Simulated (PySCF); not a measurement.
Dipole moment and polarisability across levels of theory

Species: ethyl propanoate, C₅H₁₀O₂.
SMILES: `CCOC(=O)CC`

PySCF, dipoles from the SCF density, polarisabilities from static response with core orbitals frozen. Isolated species at its PBE0-D3(BJ)/def2-SVP geometry (one conformer only).

Task: Compare the levels for these properties.

Result: 

```json
{"level": "CAM-B3LYP/def2-SVPD", "μ (D)": "1.776", "α (Å³)": "10.17", "anisotropy (Å³)": "3.09"}
{"level": "wB97X-D/def2-SVPD", "μ (D)": "1.772", "α (Å³)": "10.16", "anisotropy (Å³)": "3.09"}
{"level": "LC-wPBE/def2-SVPD", "μ (D)": "1.774", "α (Å³)": "9.94", "anisotropy (Å³)": "2.96"}
{"level": "PBE0/6-31G*", "μ (D)": "1.641", "α (Å³)": "8.60", "anisotropy (Å³)": "2.98"}
{"level": "PBE0/6-31+G*", "μ (D)": "1.748", "α (Å³)": "9.56", "anisotropy (Å³)": "2.98"}
{"level": "PBE0/def2-SVP", "μ (D)": "1.640", "α (Å³)": "8.79", "anisotropy (Å³)": "2.92"}
{"level": "PBE0/aug-cc-pVDZ", "μ (D)": "1.734", "α (Å³)": "10.45", "anisotropy (Å³)": "3.43"}
{"level": "PBE0/def2-TZVP", "μ (D)": "1.735", "α (Å³)": "9.96", "anisotropy (Å³)": "3.29"}
```

The anisotropy is √(½[(α1 − α2)² + (α2 − α3)² + (α3 − α1)²]). The dipole runs from 1.64 D (PBE0/def2-SVP) to 1.78 D (CAM-B3LYP/def2-SVPD). No reference polarisability is at hand; against PBE0 in the largest diffuse basis at hand (aug-cc-pVDZ) the other PBE0 rows deviate by 6-31G* -18%, 6-31+G* -9%, def2-SVP -16%, def2-TZVP -5%. With PBE0 the polarisability is 9.12 Å³ without diffuse functions (mean of 6-31G*, def2-SVP and def2-TZVP) and 10.00 Å³ with them (mean of 6-31+G* and aug-cc-pVDZ).
